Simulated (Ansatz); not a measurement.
BiMe2Br (C₂H₆BiBr). The state is a singlet with charge 0. Geometry PBE0-D4/def2-SVP; atoms count from 1.

Cartesian coordinates in Å:
```
Bi -0.2307 1.2008 -0.6900
C 1.3887 -0.3770 -0.8400
H 1.6015 -0.7502 0.1707
H 2.2954 0.0665 -1.2741
H 1.0287 -1.1975 -1.4792
C -1.5720 -0.1619 0.5259
H -2.4104 0.4187 0.9338
H -0.9799 -0.5903 1.3455
H -1.9524 -0.9630 -0.1256
Br 0.8310 2.3539 1.4330
```

In the def2 sets Bi takes a core potential; there is no spin–orbit coupling.

Question: Estimate the Mulliken populations from the PBE0/def2-TZVP orbitals of Ansatz.

Answer: 
```csv
atom,charge (e)
Bi1,0.70
C2,-0.59
H3,0.16
H4,0.15
H5,0.14
C6,-0.59
H7,0.15
H8,0.16
H9,0.14
Br10,-0.40
```
Mulliken values depend strongly on the basis.

Question: And the Mayer bond orders between heavy atoms (over 0.3)?

Answer: Bi1–C2 0.94 (2.27 Å); Bi1–C6 0.94 (2.27 Å); Bi1–Br10 0.91 (2.64 Å).
